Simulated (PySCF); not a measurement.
# How the method changes the shape and vibrations of GeH3O2 cation

Calculated results; nothing here was measured. They come from PySCF 2.14.0, an open-source quantum chemistry program, on an isolated molecule that a program drew, which may never have been made. The molecule is GeH3O2 cation (charge +1, singlet), drawn as the SMILES string `[OH][GeH+][OH]`.

The geometry was optimised and harmonic frequencies were computed with HF and MP2, all in the cc-pVDZ basis, for the commonest isotopes, with a restricted reference for singlets and an unrestricted one otherwise, and a frozen core in MP2. Germanium has the cc-pVDZ-PP basis, with a core potential (ECP10MDF) in place of its 10 inner electrons, and its 3s, 3p and 3d shells are frozen in MP2. Each result is a local minimum of its method.

Geometry at the HF minimum:
```xyz
6
GeH3O2 cation, angstrom
O     0.5193    1.8263    0.6445
Ge    1.3178    1.6148   -0.8266
O     0.3213    2.0882   -2.1031
H     0.9326    1.6108    1.4764
H     2.7146    1.0820   -0.9778
H     0.6090    2.0368   -3.0108
```

Lengths of the bonds as drawn, in Å (atoms numbered as above):
```
bond,HF,MP2
O1-Ge2,1.687,1.723
Ge2-O3,1.687,1.723
O1-H4,0.954,0.977
Ge2-H5,1.503,1.516
O3-H6,0.954,0.977
```

Rotational constants, in GHz:
| constant | HF | MP2 |
|---|---|---|
| A | 20.87 | 19.42 |
| B | 7.065 | 6.93 |
| C | 5.278 | 5.107 |

Harmonic frequencies in cm^-1, each column in rising order, so a row needn't be the same motion in every method:
| rank | HF | MP2 |
|---|---|---|
| 1 | 266 | 243 |
| 2 | 376 | 374 |
| 3 | 453 | 464 |
| 4 | 572 | 513 |
| 5 | 742 | 691 |
| 6 | 848 | 808 |
| 7 | 856 | 821 |
| 8 | 932 | 919 |
| 9 | 945 | 931 |
| 10 | 2379 | ? |
| 11 | 4066 | 3753 |
| 12 | 4073 | 3758 |

**Estimate the missing MP2 frequency from the HF column.**

A single factor s that minimises the squared misfit of MP2 against s times HF over the other rows is sum(HF x MP2) / sum(HF^2) = 0.9278, with an rms misfit of 31 cm^-1. For rank 10 it gives 0.9278 x 2379 = 2207 cm^-1. The calculation gives 2280 cm^-1, 73 cm^-1 above the estimate. The drawn bonds are on average 2.0 % longer in MP2 than in HF.
